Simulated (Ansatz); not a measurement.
A search over several starts for the lowest SCF solution of Ge(NH2)2 (GeN₂H₄) at the given spin, in a small basis.

```yaml
crystal:
  periodic: [false, false, false]
  atoms:
    - {symbol: Ge, position_ang: [0.010888, 0.888589, -0.868518]}
    - {symbol: N, position_ang: [1.369620, 0.001774, -0.021563]}
    - {symbol: H, position_ang: [2.333857, 0.205405, -0.230556]}
    - {symbol: H, position_ang: [1.275835, -0.717302, 0.681525]}
    - {symbol: N, position_ang: [-1.369091, 0.038080, -0.018687]}
    - {symbol: H, position_ang: [-2.327985, 0.266359, -0.226796]}
    - {symbol: H, position_ang: [-1.293125, -0.682905, 0.684594]}
basis:
  gaussian: {orbitals: def2-SVP, initial_orbitals: start.molden}
hamiltonian: {xc: pbe0, dispersion: d4}
output: {orbitals: {seedname: orbitals}}
```

The file start.molden holds the orbitals of an earlier run on this structure, at another level or in another basis.

```sh
$ ansatz run in.yaml --threads 4 --pin off --events-out ev --progress --plain --max-ram 3916MiB
```

Output, abridged:

```
Functional definition: PBE0
811 factors; integrals over basis functions are off by at most 1.3e-3 eV
mean field evaluation 1: about -59543.8245 eV, gradient 7.8e0 eV
mean field evaluation 2: about -59543.9765 eV, gradient 1.2e-1 eV
mean field evaluation 4: about -59544.0864 eV, gradient 9.9e-4 eV
mean field evaluation 8: about -59533.5896 eV, gradient 7.2e1 eV
mean field evaluation 16: about -59544.0864 eV, gradient 4.1e-2 eV
mean field -59544.08641889 eV, -2188.2048154627 hartree, gradient 3.9e-5 eV, S^2 0.000000; 1 other end points of the search recorded, 0 dependent functions left out
reference -59544.08644251 eV, -2188.2048163308 hartree; 25, 25 occupied and 55, 55 virtual orbitals, 811 factors
Total energy: -59544.18363341 eV, -2188.2083880307 hartree
```

It took 1.9 s on 4 threads of Arm Neoverse V1 on a shared host.
